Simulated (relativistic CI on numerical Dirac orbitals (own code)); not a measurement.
## Sensitivity of the levels of Dy IV to α and to the nuclear radius

Calculated at this level of theory: Dirac-Coulomb-Breit CI, orbitals from a KLI potential per configuration, valence Slater integrals scaled by 0.85, P86 correlation energy added to each configuration, derivatives by finite differences, QED left out (own radial code, finite nucleus).

Configuration list (outside the closed core [Xe]): 4f⁹. The list is cut by size and lacks configurations that can hold low levels.

With x = (α/α₀)² − 1 an excitation energy changes as ω = ω₀ + qx; K = 2q/ω₀ is the relative enhancement. Terms are leading LS components, so labels can repeat. The field-shift factor is F = δν/δ⟨r²⟩ for the transition from the lowest level.

Lowest level 4f⁹ ⁶H°15/2.

| Level | ω₀ (cm⁻¹) | q (cm⁻¹) | F (GHz/fm²) |
| --- | --- | --- | --- |
| 4f⁹ ⁶H°13/2 | 3469.5 | 3614 | 0.168 |
| 4f⁹ ⁶H°11/2 | 5811.2 | 5165 | 0.264 |
| 4f⁹ ⁶H°9/2 | 7633.3 | 6514 | 0.341 |
| 4f⁹ ⁶F°11/2 | 8618.5 | 2303 | 0.257 |
| 4f⁹ ⁶H°7/2 | 9050.3 | 7650 | 0.404 |
| 4f⁹ ⁶F°9/2 | 9765.7 | 1947 | 0.284 |
| 4f⁹ ⁶H°5/2 | 10102.1 | 8449 | 0.45 |
| 4f⁹ ⁶F°7/2 | 11730.5 | 4386 | 0.388 |
| 4f⁹ ⁶F°5/2 | 13156.6 | 5757 | 0.454 |
| 4f⁹ ⁶F°3/2 | 13926.9 | 5825 | 0.476 |
| 4f⁹ ⁶F°1/2 | 14478.2 | 6434 | 0.503 |
| 4f⁹ ⁴I°15/2 | 20294.8 | -2252 | 0.464 |
| 4f⁹ ⁴F°9/2 | 20324.6 | 937.9 | 0.537 |

Correlation outside the listed configurations is missing or only estimated: errors of thousands of cm⁻¹ between configurations and terms are usual at this charge. Rates and lifetimes follow the computed energies and can be off by large factors. The fine structure of a lone outer electron comes out too small, for d and f at times inverted, and misplaced configurations move strength between like terms.

Q: Which transition from the lowest level has the largest |K|?

A: 4f⁹ ⁶H°13/2 at 3469.5 cm⁻¹, K = 2.08.
